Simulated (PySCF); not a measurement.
C2H8AsGa, singlet, geometry from GFN2-xTB (such geometries of metal compounds can be far from the true shape). Base run: DF-HF/STO-3G (PySCF).

The PySCF input:
```python
from pyscf import gto, scf

mol = gto.Mole()
mol.atom = '''
    Ga    0.41134409   -0.56738828    0.35285170
    C     2.18358417   -1.24807119   -0.44447018
    H     2.08508967   -2.27947158   -0.80004424
    H     2.98808853   -1.24152256    0.29780563
    H     2.50593038   -0.63357006   -1.29263499
    C    -0.31834019   -1.52571280    2.02293460
    H    -0.59825314   -2.55939518    1.79183208
    H    -1.20733864   -1.02234374    2.41957394
    H     0.42763898   -1.56773446    2.82282014
    As   -0.83362992    1.28794510   -0.69983659
    H    -2.06946727    0.43296341   -0.53463662
    H    -0.56503154    0.60062655   -2.01929770
'''
mol.basis = 'sto-3g'
mol.verbose = 4
mol.build()

mf = scf.RHF(mol)
mf = mf.density_fit(auxbasis='def2-universal-jkfit')
mf.kernel()
mf.analyze()
```

Variants of this job, named by their change:

| change | basis functions | E (Eh) | HOMO (eV) | HOMO-LUMO gap (eV) | dipole (D) |
|---|---|---|---|---|---|
| base | 54 | -4189.64630 | -6.40 | 11.44 | 0.69 |
| basis = pcseg-0 | 78 | -4232.34220 | -9.30 | 11.03 | 1.69 |
| basis = pc-1 | 122 | -4237.60682 | -9.16 | 10.85 | 1.09 |
| basis = pcseg-1 | 122 | -4237.28175 | -9.18 | 10.90 | 1.10 |
| basis = 6-31G** | (withheld) | (withheld) | (withheld) | (withheld) | (withheld) |
| basis = 6-311G** | 172 | -4237.78535 | -9.10 | 10.65 | 1.12 |
| basis = def2-SVPD | (withheld) | (withheld) | (withheld) | (withheld) | (withheld) |
| basis = aug-cc-pVDZ | 190 | -4237.79664 | -9.08 | 9.86 | 1.04 |
| basis = def2-TZVP | 206 | -4237.88175 | -9.08 | 10.87 | 0.98 |
| basis = def2-TZVPD | (withheld) | (withheld) | -9.08 | (withheld) | (withheld) |
| basis = pc-2 | 258 | -4237.91306 | -9.09 | 10.61 | 1.03 |
| basis = cc-pVTZ | 258 | -4237.96154 | -9.08 | 10.81 | 1.04 |
| basis = pcseg-2 | 258 | (withheld) | -9.09 | (withheld) | 1.04 |

Complete the blanks.


- basis = 6-31G**, basis functions: 132
- basis = 6-31G**, E (Eh): -4237.27895
- basis = 6-31G**, HOMO (eV): -9.02
- basis = 6-31G**, HOMO-LUMO gap (eV): 10.77
- basis = 6-31G**, dipole (D): 1.22
- basis = def2-SVPD, basis functions: 180
- basis = def2-SVPD, E (Eh): -4237.27316
- basis = def2-SVPD, HOMO (eV): -9.11
- basis = def2-SVPD, HOMO-LUMO gap (eV): 10.49
- basis = def2-SVPD, dipole (D): 1.00
- basis = def2-TZVPD, basis functions: 254
- basis = def2-TZVPD, E (Eh): -4237.88309
- basis = def2-TZVPD, HOMO-LUMO gap (eV): 10.29
- basis = def2-TZVPD, dipole (D): 1.01
- basis = pcseg-2, E (Eh): -4237.90263
- basis = pcseg-2, HOMO-LUMO gap (eV): 10.67

Totals compare only among sets that treat the same electrons; sets with core potentials leave the core out.
